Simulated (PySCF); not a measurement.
Nb(Me)5 (C₅H₁₅Nb), SMILES [CH3][Nb]([CH3])([CH3])([CH3])[CH3], multiplicity 1.

Coordinates come from a PBE-D3(BJ)/def2-SVP optimisation. The spin state was assumed, not searched. The def2 effective core potentials stand for the cores of Nb; spin–orbit coupling is left out.

Calculation: PySCF with PBE-D3(BJ)/def2-SVP.

Frequencies are harmonic and unscaled.

A small imaginary wavenumber (i) marks a very flat motion, where grid noise or a shallow saddle decides the sign.

```json
[
 {"mode": "1", "ν (cm⁻¹)": "17i", "IR (km/mol)": "0.1", "moving atoms (share of kinetic energy)": "H 99 %"},
 {"mode": "2", "ν (cm⁻¹)": "31", "IR (km/mol)": "0.0", "moving atoms (share of kinetic energy)": "H 100 %"},
 {"mode": "3", "ν (cm⁻¹)": "81", "IR (km/mol)": "0.0", "moving atoms (share of kinetic energy)": "C 58 %, H 42 %"},
 {"mode": "4", "ν (cm⁻¹)": "119", "IR (km/mol)": "1.2", "moving atoms (share of kinetic energy)": "H 76 %, C 20 %"},
 {"mode": "5", "ν (cm⁻¹)": "119", "IR (km/mol)": "1.2", "moving atoms (share of kinetic energy)": "H 76 %, C 20 %"},
 {"mode": "6", "ν (cm⁻¹)": "130", "IR (km/mol)": "0.0", "moving atoms (share of kinetic energy)": "C 52 %, H 39 %, Nb 9 %"},
 {"mode": "7", "ν (cm⁻¹)": "131", "IR (km/mol)": "0.0", "moving atoms (share of kinetic energy)": "C 52 %, H 40 %, Nb 8 %"},
 {"mode": "8", "ν (cm⁻¹)": "182", "IR (km/mol)": "0.0", "moving atoms (share of kinetic energy)": "H 86 %, C 14 %"},
 {"mode": "9", "ν (cm⁻¹)": "199", "IR (km/mol)": "0.1", "moving atoms (share of kinetic energy)": "C 41 %, H 40 %, Nb 19 %"},
 {"mode": "10", "ν (cm⁻¹)": "229", "IR (km/mol)": "11.1", "moving atoms (share of kinetic energy)": "H 50 %, C 38 %, Nb 12 %"},
 {"mode": "11", "ν (cm⁻¹)": "229", "IR (km/mol)": "11.0", "moving atoms (share of kinetic energy)": "H 50 %, C 38 %, Nb 12 %"},
 {"mode": "12", "ν (cm⁻¹)": "341", "IR (km/mol)": "0.0", "moving atoms (share of kinetic energy)": "C 64 %, H 36 %"},
 {"mode": "13", "ν (cm⁻¹)": "402", "IR (km/mol)": "0.1", "moving atoms (share of kinetic energy)": "C 69 %, H 31 %"},
 {"mode": "14", "ν (cm⁻¹)": "430", "IR (km/mol)": "11.9", "moving atoms (share of kinetic energy)": "H 69 %, C 30 %"},
 {"mode": "15", "ν (cm⁻¹)": "431", "IR (km/mol)": "11.9", "moving atoms (share of kinetic energy)": "H 66 %, C 33 %"},
 {"mode": "16", "ν (cm⁻¹)": "487", "IR (km/mol)": "46.8", "moving atoms (share of kinetic energy)": "C 54 %, H 38 %, Nb 9 %"},
 {"mode": "17", "ν (cm⁻¹)": "508", "IR (km/mol)": "26.3", "moving atoms (share of kinetic energy)": "C 45 %, H 43 %, Nb 13 %"},
 {"mode": "18", "ν (cm⁻¹)": "508", "IR (km/mol)": "26.1", "moving atoms (share of kinetic energy)": "C 45 %, H 42 %, Nb 13 %"},
 {"mode": "19", "ν (cm⁻¹)": "515", "IR (km/mol)": "4.1", "moving atoms (share of kinetic energy)": "C 77 %, H 23 %"},
 {"mode": "20", "ν (cm⁻¹)": "559", "IR (km/mol)": "29.0", "moving atoms (share of kinetic energy)": "H 74 %, C 24 %"},
 {"mode": "21", "ν (cm⁻¹)": "560", "IR (km/mol)": "29.2", "moving atoms (share of kinetic energy)": "H 72 %, C 26 %"},
 {"mode": "22", "ν (cm⁻¹)": "585", "IR (km/mol)": "0.4", "moving atoms (share of kinetic energy)": "H 87 %, C 13 %"},
 {"mode": "23", "ν (cm⁻¹)": "601", "IR (km/mol)": "0.1", "moving atoms (share of kinetic energy)": "H 91 %, C 9 %"},
 {"mode": "24", "ν (cm⁻¹)": "620", "IR (km/mol)": "24.2", "moving atoms (share of kinetic energy)": "H 81 %, C 16 %"},
 {"mode": "25", "ν (cm⁻¹)": "620", "IR (km/mol)": "24.3", "moving atoms (share of kinetic energy)": "H 81 %, C 15 %"},
 {"mode": "26", "ν (cm⁻¹)": "630", "IR (km/mol)": "0.1", "moving atoms (share of kinetic energy)": "H 71 %, C 29 %"},
 {"mode": "27", "ν (cm⁻¹)": "683", "IR (km/mol)": "22.5", "moving atoms (share of kinetic energy)": "H 53 %, C 30 %, Nb 17 %"},
 {"mode": "28", "ν (cm⁻¹)": "1106", "IR (km/mol)": "0.0", "moving atoms (share of kinetic energy)": "H 77 %, C 23 %"},
 {"mode": "29", "ν (cm⁻¹)": "1117", "IR (km/mol)": "4.6", "moving atoms (share of kinetic energy)": "H 79 %, C 21 %"},
 {"mode": "30", "ν (cm⁻¹)": "1117", "IR (km/mol)": "4.5", "moving atoms (share of kinetic energy)": "H 79 %, C 21 %"},
 {"mode": "31", "ν (cm⁻¹)": "1118", "IR (km/mol)": "6.9", "moving atoms (share of kinetic energy)": "H 77 %, C 23 %"},
 {"mode": "32", "ν (cm⁻¹)": "1142", "IR (km/mol)": "0.0", "moving atoms (share of kinetic energy)": "H 81 %, C 19 %"},
 {"mode": "33", "ν (cm⁻¹)": "1331", "IR (km/mol)": "1.7", "moving atoms (share of kinetic energy)": "H 95 %"},
 {"mode": "34", "ν (cm⁻¹)": "1338", "IR (km/mol)": "0.1", "moving atoms (share of kinetic energy)": "H 95 %"},
 {"mode": "35", "ν (cm⁻¹)": "1341", "IR (km/mol)": "5.3", "moving atoms (share of kinetic energy)": "H 94 %"},
 {"mode": "36", "ν (cm⁻¹)": "1342", "IR (km/mol)": "3.5", "moving atoms (share of kinetic energy)": "H 94 %"},
 {"mode": "37", "ν (cm⁻¹)": "1350", "IR (km/mol)": "7.9", "moving atoms (share of kinetic energy)": "H 94 %"},
 {"mode": "38", "ν (cm⁻¹)": "1350", "IR (km/mol)": "7.2", "moving atoms (share of kinetic energy)": "H 94 %"},
 {"mode": "39", "ν (cm⁻¹)": "1351", "IR (km/mol)": "2.4", "moving atoms (share of kinetic energy)": "H 94 %"},
 {"mode": "40", "ν (cm⁻¹)": "1351", "IR (km/mol)": "1.5", "moving atoms (share of kinetic energy)": "H 94 %"},
 {"mode": "41", "ν (cm⁻¹)": "1367", "IR (km/mol)": "0.1", "moving atoms (share of kinetic energy)": "H 94 %"},
 {"mode": "42", "ν (cm⁻¹)": "1373", "IR (km/mol)": "24.5", "moving atoms (share of kinetic energy)": "H 95 %"},
 {"mode": "43", "ν (cm⁻¹)": "2926", "IR (km/mol)": "0.1", "moving atoms (share of kinetic energy)": "H 97 %"},
 {"mode": "44", "ν (cm⁻¹)": "2934", "IR (km/mol)": "0.1", "moving atoms (share of kinetic energy)": "H 97 %"},
 {"mode": "45", "ν (cm⁻¹)": "2938", "IR (km/mol)": "6.2", "moving atoms (share of kinetic energy)": "H 97 %"},
 {"mode": "46", "ν (cm⁻¹)": "2939", "IR (km/mol)": "6.2", "moving atoms (share of kinetic energy)": "H 97 %"},
 {"mode": "47", "ν (cm⁻¹)": "2945", "IR (km/mol)": "2.4", "moving atoms (share of kinetic energy)": "H 97 %"},
 {"mode": "48", "ν (cm⁻¹)": "3024", "IR (km/mol)": "0.0", "moving atoms (share of kinetic energy)": "H 91 %, C 9 %"},
 {"mode": "49", "ν (cm⁻¹)": "3028", "IR (km/mol)": "0.6", "moving atoms (share of kinetic energy)": "H 91 %, C 9 %"},
 {"mode": "50", "ν (cm⁻¹)": "3030", "IR (km/mol)": "0.2", "moving atoms (share of kinetic energy)": "H 91 %, C 9 %"},
 {"mode": "51", "ν (cm⁻¹)": "3034", "IR (km/mol)": "30.8", "moving atoms (share of kinetic energy)": "H 91 %, C 9 %"},
 {"mode": "52", "ν (cm⁻¹)": "3034", "IR (km/mol)": "30.4", "moving atoms (share of kinetic energy)": "H 91 %, C 9 %"},
 {"mode": "53", "ν (cm⁻¹)": "3041", "IR (km/mol)": "0.0", "moving atoms (share of kinetic energy)": "H 91 %, C 9 %"},
 {"mode": "54", "ν (cm⁻¹)": "3069", "IR (km/mol)": "0.0", "moving atoms (share of kinetic energy)": "H 91 %, C 9 %"},
 {"mode": "55", "ν (cm⁻¹)": "3074", "IR (km/mol)": "0.7", "moving atoms (share of kinetic energy)": "H 91 %, C 9 %"},
 {"mode": "56", "ν (cm⁻¹)": "3074", "IR (km/mol)": "0.6", "moving atoms (share of kinetic energy)": "H 91 %, C 9 %"},
 {"mode": "57", "ν (cm⁻¹)": "3080", "IR (km/mol)": "18.0", "moving atoms (share of kinetic energy)": "H 91 %, C 9 %"}
]
```
